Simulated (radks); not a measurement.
Results of a calculation; reference values are marked as such.
Problem. Cs30+, configuration [Ar] 3d7 (the NIST ground configuration). Code: a radial shooting solver on a logarithmic mesh with Libxc functionals. Model: Dirac Kohn-Sham, BLYP, spin-unpolarised, spherical densities, finite nucleus; open shells fill j = l - 1/2 first; Fermi nuclear charge, rms radius 4.8041 fm.

Spin-orbit splittings of the eigenvalues, e(l+1/2) - e(l-1/2), with zeta = 2 splitting/(2l+1) and mean radii in bohr:

shell  occ.  splitting (eV)  zeta (eV)  <r> j=l-1/2  <r> j=l+1/2
2p        6           355.1      236.7      0.09362      0.09944
3p        6               ?          ?       0.2757       0.2860
3d        7           16.72      6.690       0.2535       0.2567

Estimate the 3p splitting.

Solution. 75.17 eV (zeta = 50.11 eV).
